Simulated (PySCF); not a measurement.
F3S, SMILES F[S](F)F (connectivity only; charge and spin as stated), charge -1, multiplicity 1.

The structure is a stationary point at B3LYP-D3(BJ)/def2-SVPD. The multiplicity is an assumed one; other spin states were not compared. The isomer is the one that the SMILES or the coordinates give; other isomers of the formula were not compared.

Calculation: B3LYP/def2-TZVPD (PySCF).

Symmetry labels are those of the subgroup C2v that the program uses (full group C2v).

Computed valence orbital energies around the gap with their symmetry:
```tsv
orbital	symmetry	energy (eV)
HOMO−7	B1	-7.13
HOMO−6	B2	-6.24
HOMO−5	B1	-5.02
HOMO−4	A1	-4.82
HOMO−3	A2	-4.81
HOMO−2	B2	-4.43
HOMO−1	A1	-3.49
HOMO	B1	-0.96
LUMO	A1	3.51
LUMO+1	B2	4.22
LUMO+2	A1	4.43
LUMO+3	B1	4.56
```
